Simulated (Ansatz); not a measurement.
Total energies of CH$_{4}$BInO (`B1[CH2][InH][O]1`).

```json
{"atom": "B1", "x (Å)": "-0.762", "y (Å)": "-0.734", "z (Å)": "-0.456"}
{"atom": "C2", "x (Å)": "0.081", "y (Å)": "0.608", "z (Å)": "-0.723"}
{"atom": "In3", "x (Å)": "0.813", "y (Å)": "0.250", "z (Å)": "1.260"}
{"atom": "O4", "x (Å)": "-0.547", "y (Å)": "-1.272", "z (Å)": "0.754"}
{"atom": "H5", "x (Å)": "-1.523", "y (Å)": "-1.227", "z (Å)": "-1.255"}
{"atom": "H6", "x (Å)": "-0.485", "y (Å)": "1.534", "z (Å)": "-0.846"}
{"atom": "H7", "x (Å)": "0.839", "y (Å)": "0.569", "z (Å)": "-1.508"}
{"atom": "H8", "x (Å)": "1.585", "y (Å)": "0.271", "z (Å)": "2.774"}
```

Total charge 0; spin multiplicity 1. Correlated methods include outer-core shells of In, which these sets cover unevenly. In takes the def2 core potential. The structure was optimised at the PBE0-D4/def2-TZVP level. Basis def2-TZVPP, the Gaussian-basis code of Ansatz.

RPA on PBE orbitals: Hartree–Fock energy of these orbitals -328.97368 Eh, correlation -1.23253 Eh (frozen core).

```json
{"functional": "LDA (SPW92)", "energy without D4 (Eh)": "-329.28920", "D4 term (kJ/mol)": "–"}
{"functional": "PBE", "energy without D4 (Eh)": "-330.62864", "D4 term (kJ/mol)": "-14.8"}
{"functional": "r2SCAN", "energy without D4 (Eh)": "-330.79784", "D4 term (kJ/mol)": "-3.3"}
{"functional": "B97M-V", "energy without D4 (Eh)": "-330.79886", "D4 term (kJ/mol)": "–"}
{"functional": "PBE0", "energy without D4 (Eh)": "-330.63662", "D4 term (kJ/mol)": "-12.4"}
{"functional": "r2SCANh", "energy without D4 (Eh)": "-330.77598", "D4 term (kJ/mol)": "-3.6"}
{"functional": "HSE06 (plane-wave form)", "energy without D4 (Eh)": "-330.62776", "D4 term (kJ/mol)": "-11.6"}
{"functional": "CAM-B3LYP", "energy without D4 (Eh)": "-330.71691", "D4 term (kJ/mol)": "-12.7"}
{"functional": "ωB97M-V", "energy without D4 (Eh)": "-330.69511", "D4 term (kJ/mol)": "–"}
{"functional": "PBE-QIDH", "energy without D4 (Eh)": "-330.41183", "D4 term (kJ/mol)": "–"}
```

(1) Give the same for revPBE, BLYP, B3LYP, r2SCAN0, BHLYP, LC-ωPBE, ωB97X-V, B2PLYP. (An estimate is asked.)

B3LYP takes the VWN-RPA correlation (the form of Gaussian; ORCA's B3LYP/G). HSE06 is the plane-wave form, built on full-range PBE exchange. The double hybrids freeze the cores in their second-order part.

## Answers

(1) The calculation gave: 
| functional | energy without D4 (Eh) | D4 term (kJ/mol) |
| --- | --- | --- |
| revPBE | -330.81144 | -43.2 |
| BLYP | -330.71540 | -32.7 |
| B3LYP | -330.87949 | -24.3 |
| r2SCAN0 | -330.74453 | -4.0 |
| BHLYP | -330.64664 | -20.2 |
| LC-ωPBE | -330.73814 | – |
| ωB97X-V | -330.73959 | – |
| B2PLYP | -330.47968 | – |

LC-ωPBE has ω = 0.4 bohr⁻¹.
